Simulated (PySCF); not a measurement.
C6H9N2 (charge +1).
Bonds: C1–C2, C2–C3 (aromatic), C3–N4 (aromatic), N4–C5, N4–C6 (aromatic), C6–C7 (aromatic), C7–N8 (aromatic), C2–N8 (aromatic). Hydrogens: H9, H10, H11 on C1; H12 on C3; H13, H14, H15 on C5; H16 on C6; H17 on C7.

The same species was optimised twice, with GFN2-xTB and with PBE0-D3(BJ)/def2-SVP (PySCF), and the same property calculations (PySCF, gas phase) were run on both structures.

| coordinate | GFN2-xTB | PBE0-D3(BJ)/def2-SVP | change |
| --- | --- | --- | --- |
| N4–C5 (Å) | 1.444 | 1.469 | +0.025 |
| C7–N8 (Å) | 1.314 | 1.325 | +0.011 |
| C1–C2 (Å) | 1.478 | 1.487 | +0.009 |
| C3–N4 (Å) | 1.333 | 1.342 | +0.009 |
| N4–C6 (Å) | 1.337 | 1.344 | +0.007 |
| C2–N8 (Å) | 1.328 | 1.335 | +0.007 |
| C6–C7 (Å) | 1.391 | 1.390 | -0.001 |
| C2–C3 (Å) | 1.402 | 1.402 | 0.000 |
| C5–N4–C6 (°) | 120.2 | 119.2 | -1.0 |
| C1–C2–C3 (°) | 122.0 | 121.3 | -0.7 |
| C3–N4–C5 (°) | 120.1 | 120.6 | +0.5 |
| C1–C2–N8 (°) | 118.2 | 118.7 | +0.5 |
| C3–N4–C6 (°) | 119.7 | 120.2 | +0.5 |
| C2–C3–N4 (°) | 120.3 | 119.9 | -0.4 |
| N4–C6–C7 (°) | 118.8 | 118.4 | -0.4 |
| C3–C2–N8 (°) | 119.8 | 120.0 | +0.2 |

Rotational constants: A = 3925, B = 1842, C = 1273 MHz (GFN2-xTB) against A = 3882, B = 1820, C = 1259 MHz (PBE0-D3(BJ)/def2-SVP). Atoms that the bonding makes alike are paired by their places after alignment.

On the GFN2-xTB structure: lowest singlet, TDDFT (eV) 3.92 [CAM-B3LYP/def2-SVPD]; lowest triplet, Tamm–Dancoff (eV) 3.21 [CAM-B3LYP/def2-SVPD]; isotropic polarisability (au) 77.8 [CAM-B3LYP/def2-SVPD]; HOMO (eV) -14.08 [CAM-B3LYP/def2-SVPD]; LUMO (eV) -6.15 [CAM-B3LYP/def2-SVPD]; HOMO (eV) -12.67 [PBE0/pcSseg-1]; LUMO (eV) -7.25 [PBE0/pcSseg-1]; GIAO shielding of C1 (ppm) 160.7 [PBE0/pcSseg-1]; GIAO shielding of C2 (ppm) 10.5 [PBE0/pcSseg-1]; GIAO shielding of C3 (ppm) 48.7 [PBE0/pcSseg-1]; GIAO shielding of N4 (ppm) 24.7 [PBE0/pcSseg-1]; GIAO shielding of C5 (ppm) 139.2 [PBE0/pcSseg-1]; GIAO shielding of C6 (ppm) 51.2 [PBE0/pcSseg-1]; GIAO shielding of C7 (ppm) 26.7 [PBE0/pcSseg-1]; GIAO shielding of N8 (ppm) -158.9 [PBE0/pcSseg-1].

Problem. What do these properties become on the PBE0-D3(BJ)/def2-SVP structure?

Solution. 
| property | level | on GFN2-xTB | on PBE0-D3(BJ)/def2-SVP | change |
| --- | --- | --- | --- | --- |
| lowest singlet, TDDFT (eV) | CAM-B3LYP/def2-SVPD | 3.92 | 3.88 | -0.04 |
| lowest triplet, Tamm–Dancoff (eV) | CAM-B3LYP/def2-SVPD | 3.21 | 3.17 | -0.04 |
| isotropic polarisability (au) | CAM-B3LYP/def2-SVPD | 77.8 | 79.0 | +1.2 |
| HOMO (eV) | CAM-B3LYP/def2-SVPD | -14.08 | -14.10 | -0.02 |
| LUMO (eV) | CAM-B3LYP/def2-SVPD | -6.15 | -6.19 | -0.04 |
| energy, GFN2-xTB geometry as zero (kcal/mol) | CAM-B3LYP/def2-SVPD | 0.0 | -1.2 | -1.2 |
| HOMO (eV) | PBE0/pcSseg-1 | -12.67 | -12.69 | -0.02 |
| LUMO (eV) | PBE0/pcSseg-1 | -7.25 | -7.29 | -0.04 |
| energy, GFN2-xTB geometry as zero (kcal/mol) | PBE0/pcSseg-1 | 0.0 | -0.9 | -0.9 |
| GIAO shielding of C1 (ppm) | PBE0/pcSseg-1 | 160.7 | 158.6 | -2.1 |
| GIAO shielding of C2 (ppm) | PBE0/pcSseg-1 | 10.5 | 8.8 | -1.7 |
| GIAO shielding of C3 (ppm) | PBE0/pcSseg-1 | 48.7 | 46.6 | -2.1 |
| GIAO shielding of N4 (ppm) | PBE0/pcSseg-1 | 24.7 | 18.3 | -6.4 |
| GIAO shielding of C5 (ppm) | PBE0/pcSseg-1 | 139.2 | 134.3 | -4.9 |
| GIAO shielding of C6 (ppm) | PBE0/pcSseg-1 | 51.2 | 49.5 | -1.7 |
| GIAO shielding of C7 (ppm) | PBE0/pcSseg-1 | 26.7 | 25.7 | -1.0 |
| GIAO shielding of N8 (ppm) | PBE0/pcSseg-1 | -158.9 | -166.0 | -7.1 |

The heavy atoms differ by 0.014 Å rms after alignment. Among the bonds compared N4–C5 changes most (+0.025 Å). Changes are differences of the printed values. Neither structure is proved a minimum here. Isolated species at its PBE0-D3(BJ)/def2-SVP geometry, gas phase.
